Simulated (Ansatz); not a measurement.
Ansatz (a first-principles code) job for arsenic trifluoride (AsF₃), SMILES F[As](F)F, PBE-D3(BJ)/def2-SVP. 

Ansatz 0.2 input:
```yaml
crystal:
  periodic: [false, false, false]
  atoms:
    - {symbol: F, position_ang: [1.28158553, -0.73992375, -0.48775609]}
    - {symbol: As, position_ang: [0.00000000, 0.00000000, 0.39907317]}
    - {symbol: F, position_ang: [-0.00000000, 1.47984749, -0.48775610]}
    - {symbol: F, position_ang: [-1.28158553, -0.73992376, -0.48775609]}
basis:
  gaussian:
    orbitals: def2-SVP
hamiltonian:
  xc: pbe
  dispersion: d3bj
relax: {f_tol: 0.002, max_steps: 200}
```

It prints:

```
Functional definition: PBE
integrals: 0.02 GiB planned
807 factors; their error is unknown
mean field: 0.15 GiB planned
mean field evaluation 1: about -68958.4462 eV, gradient 5.6e1 eV
mean field evaluation 2: about -68934.3412 eV, gradient 1.3e2 eV
mean field evaluation 4: about -68963.2632 eV, gradient 1.9e0 eV
mean field evaluation 8: about -68963.2739 eV, gradient 6.3e-2 eV
mean field evaluation 16: about -68963.2114 eV, gradient 2.3e-5 eV
mean field -68963.21144853 eV, -2534.3512757900 hartree, gradient 2.3e-5 eV, S^2 0.000000; 0 other end points of the search recorded, 0 dependent functions left out
the calculation of the forces begins
reference -68963.21146846 eV, -2534.3512765221 hartree; 30, 30 occupied and 44, 44 virtual orbitals, 807 factors
relax step   1: F+E_penalty+E_count = -68963.26007353 eV  Δ(F+E_penalty+E_count) = +0.000e0 eV  max|allowed force component| = 1.048e0 eV/Å  Δτ_max = 0.0000 Å  (26 SCF iters, accepted)
these checks for a lower state are left out or cut short: starts, cluster_reference, orbital_swaps, neighbouring_geometries, increment
integrals: 0.02 GiB planned
807 factors; their error is unknown
mean field: 0.15 GiB planned
mean field -68963.23548141 eV, -2534.3521589819 hartree, gradient 2.8e-5 eV, S^2 0.000000; 0 other end points of the search recorded, 0 dependent functions left out
the calculation of the forces begins
reference -68963.23550124 eV, -2534.3521597108 hartree; 30, 30 occupied and 44, 44 virtual orbitals, 807 factors
relax step   2: F+E_penalty+E_count = -68963.28395561 eV  Δ(F+E_penalty+E_count) = -2.388e-2 eV  max|allowed force component| = 5.374e-1 eV/Å  Δτ_max = 0.0169 Å  (25 SCF iters, accepted)
these checks for a lower state are left out or cut short: starts, cluster_reference, orbital_swaps, neighbouring_geometries, increment
integrals: 0.02 GiB planned
807 factors; their error is unknown
mean field: 0.15 GiB planned
mean field -68963.24250079 eV, -2534.3524169395 hartree, gradient 2.8e-5 eV, S^2 0.000000; 0 other end points of the search recorded, 0 dependent functions left out
the calculation of the forces begins
reference -68963.24252053 eV, -2534.3524176646 hartree; 30, 30 occupied and 44, 44 virtual orbitals, 807 factors
relax step   3: F+E_penalty+E_count = -68963.29086848 eV  Δ(F+E_penalty+E_count) = -6.913e-3 eV  max|allowed force component| = 1.264e-2 eV/Å  Δτ_max = 0.0113 Å  (25 SCF iters, accepted)
these checks for a lower state are left out or cut short: starts, cluster_reference, orbital_swaps, neighbouring_geometries, increment
integrals: 0.02 GiB planned
807 factors; their error is unknown
mean field: 0.15 GiB planned
mean field evaluation 32: about -68963.2425 eV, gradient 5.2e-5 eV
mean field -68963.24252633 eV, -2534.3524178780 hartree, gradient 6.2e-5 eV, S^2 0.000000; 0 other end points of the search recorded, 0 dependent functions left out
the calculation of the forces begins
reference -68963.24254606 eV, -2534.3524186030 hartree; 30, 30 occupied and 44, 44 virtual orbitals, 807 factors
relax step   4: F+E_penalty+E_count = -68963.29088394 eV  Δ(F+E_penalty+E_count) = -1.546e-5 eV  max|allowed force component| = 4.463e-3 eV/Å  Δτ_max = 0.0012 Å  (19 SCF iters, accepted)
these checks for a lower state are left out or cut short: starts, cluster_reference, orbital_swaps, neighbouring_geometries, increment
integrals: 0.02 GiB planned
807 factors; their error is unknown
mean field: 0.15 GiB planned
mean field -68963.24252569 eV, -2534.3524178546 hartree, gradient 1.8e-5 eV, S^2 0.000000; 0 other end points of the search recorded, 0 dependent functions left out
the calculation of the forces begins
reference -68963.24254542 eV, -2534.3524185796 hartree; 30, 30 occupied and 44, 44 virtual orbitals, 807 factors
relax step   5: F+E_penalty+E_count = -68963.29088476 eV  Δ(F+E_penalty+E_count) = -8.256e-7 eV  max|allowed force component| = 1.555e-5 eV/Å  Δτ_max = 0.0002 Å  (18 SCF iters, accepted)
integrals: 0.02 GiB planned
807 factors; their error is unknown
mean field: 0.15 GiB planned
mean field -68963.24252569 eV, -2534.3524178546 hartree, gradient 1.8e-5 eV, S^2 0.000000; 1 other end points of the search recorded, 0 dependent functions left out
the calculation of the forces begins
reference -68963.24254542 eV, -2534.3524185796 hartree; 30, 30 occupied and 44, 44 virtual orbitals, 807 factors
Total energy: -68963.29090449 eV, -2534.3541957426 hartree
Atom 0 at     1.306683    -0.754414    -0.488269 Å, force    -0.000008     0.000004    -0.000006 eV/Å
Atom 1 at    -0.000001     0.000001     0.400612 Å, force    -0.000002     0.000001     0.000016 eV/Å
Atom 2 at    -0.000001     1.508825    -0.488269 Å, force    -0.000001    -0.000012    -0.000005 eV/Å
Atom 3 at    -1.306681    -0.754412    -0.488269 Å, force     0.000010     0.000006    -0.000005 eV/Å
Dipole moment:    -0.000004     0.000002     0.484332 e Å
```

Self-consistency was reached.

Cost: around 11 core-seconds (rough).
